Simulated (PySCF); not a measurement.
N-silylprop-2-yn-1-amine (C₃H₇NSi), SMILES C#CCN[SiH3]. Atoms are numbered in the order given.

```xyz
12

C      2.1755     1.6020     0.3493
C      1.5760     0.5526     0.4785
C      0.8289    -0.7074     0.5854
N     -0.1846    -0.9096    -0.4406
Si    -1.7405    -0.1249    -0.3823
H      2.7039     2.5312     0.2421
H      0.3408    -0.7504     1.5765
H      1.5460    -1.5494     0.5762
H      0.2269    -1.0280    -1.3641
H     -2.3285    -0.4089     0.9610
H     -2.5708    -0.7260    -1.4662
H     -1.7415     1.3642    -0.5686
```
Charge 0, spin multiplicity 1.

Geometry: r2SCAN-D4/def2-SVP. The values are those of a single conformer.

All values below come from PBE/def2-TZVP in PySCF.

Gas-phase values at a fixed geometry.

Computed frontier levels, gap, dipole moment and polarisability:
- highest occupied level = -5.81 eV
- lowest empty level = -0.71 eV
- orbital gap = 5.11 eV
- dipole moment = 0.173 e·Å
- quadrupole, principal values (traceless, Buckingham form, about the centre of nuclear charge) = -2.48, 0.78, 1.70 D·Å
- mean static polarisability = 69.6 bohr³ (10.32 Å³)
- polarisability, principal values = 55.6, 65.1, 88.2 bohr³
